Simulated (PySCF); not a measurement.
Symmetry of computed structures. Computed with B3LYP/def2-SVPD in PySCF (dipole) on a GFN2-xTB geometry, gas phase. The symmetry is that of the one conformer found, every atom within 0.08 Å of its image; none is proved a minimum here.

(1) Point group, rotor type and polarity of `[O:1]=[C:2]([F:3])/[CH:4]=[CH:5]\[C:6]([F:7])([F:8])[F:9]` with O1–C2–C4–C5 0°?

(2) `[CH2:1]=[C:2]([F:3])[Si:4]1([CH3:5])[SiH2:6][O:7][SiH2:8]1` with C1–C2–Si4–C5 0°: symmetry, top, dipole?

(3) `[CH2:1]=[CH:2][PH:3][CH2:4][O:5][CH3:6]` with C1–C2–P3–C4 120°, C2–P3–C4–O5 -55°, P3–C4–O5–C6 -179°: symmetry, top, dipole?

Answers

(1) Cs; near-prolate asymmetric top; symmetry number 1; 2 operations, which sort the 11 atoms into 10 sets; dipole 3.92 D, in the ab plane, which is the mirror; A, B, C = 3701, 1009, 921.4 MHz; heavy atoms equivalent by symmetry: F8/F9.

(2) Cs; asymmetric top; symmetry number 1; 2 operations, which sort the 17 atoms into 13 sets; dipole 3.04 D, in the ab plane, which is the mirror; heavy atoms equivalent by symmetry: Si6/Si8.

(3) C1; asymmetric top; symmetry number 1; this conformer is chiral (no improper operation); dipole 1.73 D; A, B, C = 4545, 1752, 1378 MHz.
